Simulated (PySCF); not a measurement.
B(OH)(OMe)(SiMe3), C4H13BO2Si, SMILES C[Si](C)(C)B(OC)O, GFN2-xTB optimised geometry. Atoms within 1.6 Å of the plane z = 0.0 Å (x, y, z in Å): B1 (0.46, -0.05, 0.00), O2 (-0.11, -1.28, 0.00), H3 (0.52, -2.01, 0.00), O4 (1.82, -0.05, 0.00), C5 (2.63, 1.09, 0.00), H6 (3.24, 1.09, 0.92), H7 (3.30, 1.04, -0.86), H8 (2.05, 2.01, -0.04), Si9 (-0.79, 1.50, 0.00), C10 (-0.58, 2.68, 1.51), C11 (-2.62, 0.93, 0.04), C12 (-0.62, 2.63, -1.55), H13 (-1.33, 3.45, 1.51), H15 (0.39, 3.17, 1.51), H16 (-2.82, 0.34, 0.92), H17 (-2.85, 0.32, -0.83), H18 (-3.30, 1.77, 0.04), H21 (-1.37, 3.42, -1.54).

Level of theory: B3LYP/def2-SVP in PySCF 2.14.0. Cells within 0.4 Å of a nucleus heavier than hydrogen are left out (blank, or x).

Map of the deformation density (molecule minus spherical neutral atoms) (e/bohr³) on the plane z = 0.0 Å:

```
|1111111111111111111111111111111|
|1111111111111111111111111111111|
|1111111111111111111111111111111|
|1111111111111111111111111111111|
|1111111111111111111111111111111|
|1111111111111111111111111111111|
|1111111111111111111111111111111|
|1111111111111111111111111111111|
|1111111111111111111111111111111|
|1111111211100111111123211111111|
|1111116522211x10111159500111111|
|111112784442xx11111138x01111111|
|1111113xx7631134311013xx3111111|
|1111111xx4321256421024x22111111|
|1111111321111246633314101111111|
|1111111111111124xx7xxx101111111|
|1111111111111113x332x6111111111|
|1111111111111116610123211111111|
|11111111111123xx410112211111111|
|11111111111224xx421111111111111|
|1111111111112224821111111111111|
|1111111111111112200111111111111|
|1111111111111111001111111111111|
|1111111111111111111111111111111|
|1111111111111111111111111111111|
|1111111111111111111111111111111|
|1111111111111111111111111111111|
|1111111111111111111111111111111|
|1111111111111111111111111111111|
|1111111111111111111111111111111|
|1111111111111111111111111111111|
```
Scale: ten equal steps from -0.026 (start of '0') to 0.105 (end of '9'), in the order '0123456789'; x runs from -5.50 to 5.50, y from -5.50 (bottom) to 5.50 (top).
